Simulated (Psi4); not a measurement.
C$_{5}$H$_{4}$N (SMILES [c-]1cccnc1), charge -1, singlet, geometry from GFN2-xTB (a gas-phase anion, which may not be bound at this level); QCISD(T)/STO-3G (Psi4).

Input for Psi4:
```
memory 2 GB

molecule {
-1 1
  N    -0.01597523   -0.02962172    1.38373483
  C     0.01557545   -0.06582818   -1.36989980
  C    -0.00521036    1.10543325    0.69612625
  C    -0.01054599   -1.15662589    0.66382466
  C     0.00511221   -1.33380566   -0.73772362
  C     0.01077742    1.14303371   -0.68694833
  H     0.02830252   -0.02508551   -2.46852276
  H    -0.00972220    2.02524692    1.29071120
  H    -0.02017221   -2.05150868    1.30507188
  H     0.01916619    2.10545597   -1.20567905
}

set basis sto-3g

energy('qcisd(t)')
print_variables()
```

**Question.** What does Psi4 print? Leave out banner, timings and long lists.

**Answer.** 
```
   => Loading Basis Set <=

    Name: STO-3G
    Role: ORBITAL
    Keyword: BASIS

         ---------------------------------------------------------
                                   SCF
               by Justin Turney, Rob Parrish, Andy Simmonett
                          and Daniel G. A. Smith
                              RHF Reference
         ---------------------------------------------------------

  ==> Geometry <==

    Molecular point group: c1
    Full point group: C1

    Geometry (in Angstrom), charge = -1, multiplicity = 1:

       Center              X                  Y                   Z               Mass
    ------------   -----------------  -----------------  -----------------  -----------------
         N           -0.015751152487    -0.003503406973     1.369968669028    14.003074004430
         C            0.015799527513    -0.039709866973    -1.383665960972    12.000000000000
         C           -0.004986282487     1.131551563027     0.682360089028    12.000000000000
         C           -0.010321912487    -1.130507576973     0.650058499028    12.000000000000
         C            0.005336287513    -1.307687346973    -0.751489780972    12.000000000000
         C            0.011001497513     1.169152023027    -0.700714490972    12.000000000000
         H            0.028526597513     0.001032803027    -2.482288920972     1.007825032230
         H           -0.009498122487     2.051365233027     1.276945039028     1.007825032230
         H           -0.019948132487    -2.025390366973     1.291305719028     1.007825032230
         H            0.019390267513     2.131574283027    -1.219445210972     1.007825032230

  Running in c1 symmetry.

  Rotational constants: A =      0.20928  B =      0.20147  C =      0.10265 [cm^-1]
  Rotational constants: A =   6273.93676  B =   6039.91257  C =   3077.35043 [MHz]
  Nuclear repulsion =  196.551653245664539

  Charge       = -1
  Multiplicity = 1
  Electrons    = 42
  Nalpha       = 21
  Nbeta        = 21

  ==> Algorithm <==

  SCF Algorithm Type is PK.
  DIIS enabled.
  MOM disabled.
  Fractional occupation disabled.
  Guess Type is SAD.
  Energy threshold   = 1.00e-08
  Density threshold  = 1.00e-08
  Integral threshold = 1.00e-12

  ==> Primary Basis <==

  Basis Set: STO-3G
    Blend: STO-3G
    Number of shells: 22
    Number of basis functions: 34
    Number of Cartesian functions: 34
    Spherical Harmonics?: true
    Max angular momentum: 1

  ==> Integral Setup <==

[...]
  @RHF Final Energy:  -242.84238134503167
    Total Energy =                       -242.8423813450316402
[...]
      Number of threads:                 1
      Number of atoms:                  10
      Number of AO shells:              22
      Number of SO shells:              22
      Number of primitives:             66
      Number of atomic orbitals:        34
      Number of basis functions:        34

      Number of irreps:                  1
      Integral cutoff                 1.00e-12
      Number of functions per irrep: [  34 ]

 OEINTS: Overlap, kinetic, potential, dipole, and quadrupole integrals
         stored in file 35.

      Computed 171431 non-zero two-electron integrals.
        Stored in file 33.

        ==> Transform all two-electron integrals <==

	Presorting SO-basis two-electron integrals.
	Sorting File: SO Ints (nn|nn) nbuckets = 1
	Constructing frozen core operators
	Starting first half-transformation.
	Sorting half-transformed integrals.
	First half integral transformation complete.
	Starting second half-transformation.
	Two-electron integral transformation complete.

Traceback (most recent call last):
  File "psi4", line 375, in <module>
  File "<string>", line 30, in <module>
  File "site-packages/psi4/driver/driver.py", line 533, in energy
  File "site-packages/psi4/driver/procrouting/proc.py", line 5712, in run_fnocc

RuntimeError:
Fatal Error: ndocc must be less than nvirt
The most recent 5 function calls were:

psi::PsiException::PsiException(std::__cxx11::basic_string<char, std::char_traits<char>, std::allocator<char> >, char const*, int)

Printing out the relevant lines from the Psithon --> Python processed input file:
      H    -0.02017221   -2.05150868    1.30507188
      H     0.01916619    2.10545597   -1.20567905
    """)
    core.IO.set_default_namespace("")
    core.set_global_option("BASIS", "sto-3g")
--> energy('qcisd(t)')
    print_variables()

!----------------------------------------------------------------------------------!
!                                                                                  !
! Fatal Error: ndocc must be less than nvirt                                       !
! The most recent 5 function calls were:                                           !
! psi::PsiException::PsiException(std::__cxx11::basic_string<char,                 !
!     std::char_traits<char>, std::allocator<char> >, char const*, int)            !
!                                                                                  !
!----------------------------------------------------------------------------------!
```

The program stopped with an error.
